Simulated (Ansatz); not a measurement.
Calculated with Ansatz (gas phase, PBE0-D4/def2-TZVP geometries, no zero-point term in ΔE). CCSD(T)/CBS adds triple-zeta CCSD(T) − MP2 to the extrapolated MP2 energy (def2 sets, frozen cores). This one scheme is used for every species. Functionals use def2-TZVPP. One conformer a species, not always the lowest.

Reaction (cleavage of the B–Si bond): `C[SiH2]B(F)F` + CH₃NH₂ → `CNB(F)F` + `C[SiH3]`

(1) Is it downhill or uphill in electronic energy at CCSD(T)/CBS, and by how much? (Estimate.)

(2) What do these levels give: PBE-D4, r2SCAN-D4, PBE0-D4, ωB97X-V, ωB97M-V, B2PLYP, PBE, MP2/def2-TZVPP, CCSD/def2-TZVPP, CCSD(T)/def2-TZVPP, SCS-MP2/def2-QZVPP, CCSD/CBS(def2)? (Best estimate.)

Largest T1 diagnostic among the species: 0.013.

Answers

(1) Computed: Downhill: ΔE = -142.9 kJ/mol.

(2) The calculation gave: PBE-D4 -132.8, r2SCAN-D4 -145.4, PBE0-D4 -140.4, ωB97X-V -141.5, ωB97M-V -146.7, B2PLYP -147.6, PBE -132.6, MP2/def2-TZVPP -150.0, CCSD/def2-TZVPP -147.0, CCSD(T)/def2-TZVPP -144.6, SCS-MP2/def2-QZVPP -148.7, CCSD/CBS(def2) -145.2 kJ/mol.

In def2-TZVPP, CCSD(T) changes the Hartree–Fock value by +15.0 kJ/mol (the triples alone add +2.4 kJ/mol) and MP2 by +9.6 kJ/mol. From PBE to PBE0 (25 % exact exchange), in def2-TZVPP and without D4, ΔE moves by −7.8 kJ/mol.
